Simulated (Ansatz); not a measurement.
Species: BeCl, charge 1, multiplicity 1. 
Geometry from a B3LYP-D3(BJ)/def2-TZVP (Ansatz, an electronic-structure program) optimisation:
```xyz
2

Be     0.0000     0.0000    -1.3984
Cl     0.0000     0.0000     0.3290
```
Charge +1, spin multiplicity 1.

Basis-set convergence of Hartree-Fock and CCSD correlation energies (hartree) with Ansatz. Correlated levels leave the core frozen unless marked. Spin-orbit coupling is left out. No relativistic terms.

```json
[
 {"basis": "def2-SVP", "functions": "27", "E(HF)": "-473.68238", "E(corr, CCSD)": "-0.16142"},
 {"basis": "def2-TZVPP", "functions": "61", "E(HF)": "-473.86419", "E(corr, CCSD)": "-0.22295"},
 {"basis": "def2-QZVPP", "functions": "106", "E(HF)": "-473.88142", "E(corr, CCSD)": "-0.24501"}
]
```

Extrapolating the two largest sets (X = 3 and 4) as X^-3: E(corr) = (64·(-0.24501) - 27·(-0.22295))/37 = -0.2611 Eh, an estimate of the basis-set limit. The largest set recovers 93.8 % of it, the smallest 61.8 %.
